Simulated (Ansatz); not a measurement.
dimethyl telluride (SMILES C[Te]C) moved off its minimum; all values from Ansatz (an electronic-structure program), cores frozen in correlated methods. Elements past Kr take the def2 small-core potentials, without spin–orbit coupling.
(charge 0, multiplicity 1)
```xyz
9

C      1.59445    -0.34308     1.09961
Te     0.10094     0.32737    -0.37143
C     -1.61707    -0.58890     0.74651
H      1.38313    -1.44908     1.17673
H      2.48887    -0.14443     0.63013
H      1.33378     0.09287     2.05494
H     -1.60061    -1.66600     0.99787
H     -2.64629    -0.46465     0.34328
H     -1.55520    -0.01086     1.83533
```

Q: Give the forces (eV/Å), the total energy and the dipole at CCSD(T)/def2-TZVPPD.

A: 
| atom | Fx | Fy | Fz |
|---|---|---|---|
| C1 | -3.579 | -2.068 | 0.335 |
| Te2 | -0.874 | -0.717 | 0.502 |
| C3 | -0.179 | 1.169 | 2.996 |
| H4 | 0.575 | 1.074 | -0.142 |
| H5 | 2.184 | 0.552 | -0.432 |
| H6 | 0.561 | 0.438 | 0.054 |
| H7 | 0.806 | 0.353 | -0.414 |
| H8 | 0.889 | 0.610 | -0.147 |
| H9 | -0.383 | -1.413 | -2.752 |
Energy -346.7919 hartree, dipole 1.17 D.
